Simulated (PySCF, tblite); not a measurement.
A set of runs on `C[Si@@H](F)[Se][SiH3]`; the geometry of each is named by its level. Settings lines and outputs come from a driver script.

CH₇FSeSi₂.
Atom-mapped SMILES: `[CH3:1][Si@@H:2]([F:3])[Se:4][SiH3:5]` (hydrogens: H6, H7, H8 on C1; H9 on Si2; H10, H11, H12 on Si5)

Step 1: GFN2-xTB geometry optimisation, gas phase (tblite 0.8.0) (from a force-field or distance-geometry start)
```json
{"job": {"kind": "relax", "xc": "GFN2-xTB", "basis": "xTB"}, "charge": 0, "multiplicity": 1}
```
```
step      E/eV     max force
  0    -467.53191    1.789
  1    -467.63237    0.857
  2    -467.66428    0.527
...
153    -467.79731    0.049
154    -467.79737    0.030
155    -467.79743    0.011
156    -467.79746    0.011
157    -467.79748    0.008
```

Energy lowered by 6.1 kcal/mol over 157 steps; largest atomic force 0.008 eV/Å at the end. «max force» is the largest atomic force in eV/Å.

Time: 1.6 s. Hardware: Arm Neoverse N1, one thread (shared host).

Step 2: GFN2-xTB harmonic vibrations, gas phase (tblite 0.8.0) (on the GFN2-xTB geometry)
```json
{"job": {"kind": "ir", "xc": "GFN2-xTB", "basis": "xTB"}, "charge": 0, "multiplicity": 1}
```
```
(table of modes left out)
```

30 modes from -6 to 3052 cm⁻¹ (unscaled, harmonic, a negative number standing for an imaginary wavenumber); zero-point energy 45.6 kcal/mol from the real modes; the lowest is imaginary at this level.

Hardware: an Arm Neoverse N1 with one thread, shared host with 64 logical CPUs at a one-minute load of 56. Cost: 0.63 s of wall time.

Step 3: TDDFT PBE0/def2-SVPD, vertical, gas phase, core orbitals frozen in the response (PySCF 2.14.0, density-fitted response routines) (on the GFN2-xTB geometry)
```json
{"job": {"kind": "uv", "xc": "PBE0", "basis": "def2-SVPD", "nstates": 8, "ntriplets": 3}, "charge": 0, "multiplicity": 1}
```
```
...
Static polarisability (au): isotropic 94.803, principal 81.418 85.391 117.600
Singlet excitations
state   eV       nm        f      main configurations
  1   4.9813    248.9   0.00736   H->L 0.98
  2   5.7522    215.5   0.01824   H->L+1 0.81, H->L+2 0.16
  3   5.9151    209.6   0.01212   H->L+2 0.77, H->L+1 0.17
  4   6.4825    191.3   0.02574   H-1->L 0.59, H->L+3 0.26, H->L+4 0.12
  5   6.6172    187.4   0.04625   H->L+3 0.57, H-1->L 0.34
  6   6.8352    181.4   0.00922   H->L+4 0.43, H->L+5 0.41
  7   6.8887    180.0   0.00325   H->L+5 0.39, H->L+4 0.34, H->L+6 0.19
  8   7.0803    175.1   0.01073   H->L+6 0.74, H->L+5 0.17
Triplet excitations (Tamm-Dancoff, eV): 4.6689 5.4290 5.7014
```

HOMO -6.92 eV, LUMO -0.61 eV; lowest singlet 4.98 eV; lowest triplet 4.67 eV (Tamm–Dancoff); mean polarisability 94.8 au.

The run took 76 s wall, 52 s CPU on an AMD EPYC with one thread, shared host with 64 logical CPUs at a one-minute load of 50, and the process peaked at 0.81 GiB of memory.

Geometry of the electronic-property runs (GFN2-xTB):
```
atom  x, y, z in Å
C1    -2.2128   -0.0414   -0.7866
Si2   -0.9109   -0.1584    0.5764
F3    -0.1481   -1.5743    0.4089
Se4    0.6503    1.4893    0.3361
Si5    2.5953    0.2824    0.1953
H6    -1.7647   -0.2208   -1.7613
H7    -2.9998   -0.7744   -0.6385
H8    -2.6662    0.9446   -0.8067
H9    -1.3961   -0.1922    1.9451
H10    3.6177    1.3158    0.1276
H11    2.5368   -0.5287   -1.0144
H12    2.6996   -0.5425    1.3922
```

 (This holds for the electronic-property runs.)

One conformer stands for the species.
